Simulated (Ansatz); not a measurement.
Basis-set extrapolation for CH₄S₂Si, SMILES `S=C[SiH2]S` (PBE0-D4/def2-TZVP geometry, frozen core, Ansatz). Multiplicity 1, RHF reference.

```json
{"": "HF", "def2-TZVPP": "-1124.241550", "def2-QZVPP": "-1124.274783"}
{"": "MP2 correlation", "def2-TZVPP": "-0.627930", "def2-QZVPP": "-0.678313"}
{"": "CCSD(T) correlation", "def2-TZVPP": "-0.715305", "def2-QZVPP": "not run"}
```

Energies in hartree. Use E(X) = E(∞) + A·exp(−7.88·√X) for Hartree–Fock and E(X) = E(∞) + B·X^(−2.97) for correlation, with X = 3 and 4, and add CCSD(T) minus MP2 of the smaller set to the MP2 limit.

Question: What is the CCSD(T) energy at the basis-set limit?

Answer: HF limit: -1124.274783 + (-0.033233) × 0.13774 = -1124.27936. MP2 limit: -0.678313 + (-0.050383) × 0.74074 = -0.71563. Higher-order term: -0.715305 − (-0.627930) = -0.08737. Total: -1125.08236 hartree, 329.5 kJ/mol below CCSD(T)/def2-TZVPP.
